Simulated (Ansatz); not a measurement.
Basis-set extrapolation for `O[SiH2]O[SiH2]S` (PBE0-D4/def2-TZVP geometry, frozen core, Ansatz 0.2.0). Multiplicity 1, RHF reference.

|  | def2-TZVPP | def2-QZVPP |
| --- | --- | --- |
| HF | -1128.912271 | -1128.950234 |
| MP2 correlation | -0.896713 | -0.971163 |
| CCSD(T) correlation | -0.981215 | not run |

Energies in hartree. Use E(X) = E(∞) + A·exp(−7.88·√X) for Hartree–Fock and E(X) = E(∞) + B·X^(−2.97) for correlation, with X = 3 and 4, and add CCSD(T) minus MP2 of the smaller set to the MP2 limit.

Question: What is the CCSD(T) energy at the basis-set limit?

Answer: HF limit: -1128.950234 + (-0.037963) × 0.13774 = -1128.95546. MP2 limit: -0.971163 + (-0.074450) × 0.74074 = -1.02631. Higher-order term: -0.981215 − (-0.896713) = -0.08450. Total: -1130.06627 hartree, 453.6 kJ/mol below CCSD(T)/def2-TZVPP.
